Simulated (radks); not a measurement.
Charge is removed step by step from the 3s down level of Si, starting from [Ne] 3s(up 1, down 1) 3p2. All-electron calculation, non-relativistic Kohn-Sham, PBE, spin-polarised, spherical densities, point nucleus; open shells are filled with parallel spins first. Program: a radial shooting solver on a logarithmic mesh with Libxc functionals.

removed (e),E - E(0) (eV),eigenvalue (eV)
0,0.000,-9.650
0.125,1.262,-10.540
0.25,2.636,-11.452
0.375,4.125,-12.383
0.5,5.733,-13.337
0.625,7.461,-14.319
0.75,9.314,-15.343
0.875,11.298,-16.407

The mean slope of the eigenvalue, de/dn, is 7.72 eV per electron.
